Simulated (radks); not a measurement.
Valence configurations of Ti+ (all share [Ar]). Calculated with a radial shooting solver on a logarithmic mesh with Libxc functionals: scalar-relativistic Kohn-Sham, PBE, spin-polarised, spherical densities, point nucleus; open shells are filled with parallel spins first. Energies are relative to 3d2 4s1; eigenvalues in eV for spin up.

| valence | E (eV) | moment (Bohr magnetons) | e(3d) | e(4p) | e(4s) |
|---|---|---|---|---|---|
| 3d2.5 4s0.5 | -0.326 | 3 | -10.283 | - | -10.121 |
| 3d2 4s1 | 0.000 | 3 | -12.107 | - | -10.940 |
| 3d1.5 4s1.5 | 1.568 | 2 | -14.090 | - | -11.516 |
| 3d1 4s2 | 3.555 | 1 | -16.285 | - | -12.058 |
| 3d2 4p1 | 3.913 | 3 | -13.154 | -7.623 | - |
| 3d1 4s1 4p1 | 6.752 | 3 | -17.428 | -8.862 | -13.251 |
| 3d1 4s0.5 4p1.5 | 8.948 | 3 | -17.933 | -9.116 | -13.512 |
| 3d1 4p2 | 11.147 | 3 | -18.430 | -9.360 | - |
| 3d0.5 4s0.5 4p2 | 13.860 | 3 | -20.813 | -9.959 | -14.610 |
| 4s1 4p2 | 17.376 | 3 | - | -10.556 | -15.458 |

NIST lists [Ar] 3d2 4s1 as the ground configuration; this level of theory puts 3d2.5 4s0.5 lower, by 0.326 eV. The energies are those of spherical high-spin densities, not of single terms.
